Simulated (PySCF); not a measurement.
2-acetyl-3-methylthiophene, C7H8OS.
Bonds: C1–C2, C2–O3 (double), C2–C4, C4–S5 (aromatic), S5–C6 (aromatic), C6–C7 (aromatic), C7–C8 (aromatic), C8–C9, C4–C8 (aromatic). Hydrogens: H10, H11, H12 on C1; H13 on C6; H14 on C7; H15, H16, H17 on C9.

Level of theory: PBE0-D3(BJ)/def2-SVP geometry optimisation, gas phase in PySCF.

(1) Give the optimised bond lengths and angles.

## Answers

(1) 
```tsv
bond	length (bohr)	order
C1–C2	2.854	single
C2=O3	2.297	double
C2–C4	2.782	single
C4–S5	3.279	aromatic
S5–C6	3.224	aromatic
C6–C7	2.594	aromatic
C7–C8	2.687	aromatic
C8–C9	2.822	single
C4–C8	2.627	aromatic
C1–H10, C1–H11, C1–H12	2.078	single
C6–H13	2.059	single
C7–H14	2.062	single
C9–H15, C9–H16, C9–H17	2.077	single
```

Bonds in one row agree within 0.02 bohr and their mean is given. Orders are formal, as drawn. A selection of angles:
```tsv
angle	degrees
C2–C1–H10	110.7
C2–C1–H12	108.9
H10–C1–H11	107.3
H10–C1–H12	109.6
C1–C2–O3	121.4
C1–C2–C4	117.7
O3–C2–C4	120.8
C2–C4–S5	121.7
C2–C4–C8	126.8
S5–C4–C8	111.4
C4–S5–C6	91.9
S5–C6–C7	112.0
S5–C6–H13	120.3
C7–C6–H13	127.8
C6–C7–C8	113.4
C6–C7–H14	123.3
C8–C7–H14	123.3
C7–C8–C9	123.7
C4–C8–C7	111.4
C4–C8–C9	125.0
C8–C9–H15	111.1
H15–C9–H16	105.5
H15–C9–H17	109.2
```

Dihedral angles: C1–C2–C4–S5 0° (synperiplanar).

The 2 C–S bonds span 1.706 Å (S5–C6, aromatic) to 1.735 Å (C4–S5, aromatic), a spread of 0.029 Å. Of the pairs four or more bonds apart, O3···C9 is among the closest relative to their van der Waals radii: 2.88 Å, 89 % of the sum of Bondi's values. The 6 C–C bonds span 1.373 Å (C6–C7, aromatic) to 1.510 Å (C1–C2, drawn single), a spread of 0.137 Å. The 5-membered ring C4–S5–C6–C7–C8 has internal angles of 91.9° to 113.4° (sum 540°, against 540° for a flat polygon); it is planar, 0.00 Å rms from its mean plane, widest ring torsion 0°. The 9 heavy atoms lie in one plane (0.001 Å rms).

Point group: Cs (every atom within 0.08 Å of its image). Whether it is a minimum is left open (no frequencies). One conformer, not necessarily the lowest.
